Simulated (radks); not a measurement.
Species: Rh. Configuration: [Ar] 3d10 4s2 4p5.75 4d8.25 5s1 (fractional occupations, a model configuration).

All-electron calculation, scalar-relativistic Kohn-Sham, PBE, spin-unpolarised, spherical densities, finite nucleus; Fermi nuclear charge, rms radius 4.4945 fm. Program: a radial shooting solver on a logarithmic mesh with Libxc functionals.

Energy parts (hartree):
| part | energy |
|---|---|
| total | -4783.62189 |
| kinetic | 4953.99605 |
| electron-nucleus | -11545.82058 |
| Hartree | 1946.66436 |
| exchange-correlation | -138.46171 |

Orbitals (lengths in bohr, moments of r in powers of bohr; r(max) is where P^2 peaks):
| orbital | occ. | eigenvalue (hartree) | r(max) | <r> | <1/r> |
|---|---|---|---|---|---|
| 1s | 2 | -846.6628 | 0.02118 | 0.03263 | 47.05 |
| 2s | 2 | -122.7654 | 0.1198 | 0.1419 | 10.65 |
| 2p | 6 | -110.0276 | 0.09576 | 0.1237 | 10.32 |
| 3s | 2 | -21.95593 | 0.3515 | 0.3906 | 3.711 |
| 3p | 6 | -17.76740 | 0.3447 | 0.3905 | 3.534 |
| 3d | 10 | -11.06938 | 0.2914 | 0.3703 | 3.307 |
| 4s | 2 | -3.04422 | 0.8810 | 0.9795 | 1.402 |
| 4p | 5.75 | -1.86413 | 0.9437 | 1.080 | 1.252 |
| 4d | 8.25 | -0.22476 | 1.144 | 1.581 | 0.8694 |
| 5s | 1 | -0.15830 | 2.642 | 3.299 | 0.3892 |

The highest occupied level is 5s at -4.308 eV. The electron density at the nucleus is 1.238e+05 e/bohr^3 (large components only). Summed over all electrons, <r^2> = 51.54 bohr^2, which gives a Langevin (diamagnetic) susceptibility term of -40.8 x 10^-6 cm^3/mol. The density falls to 0.001 e/bohr^3 at r = 4.41 bohr.
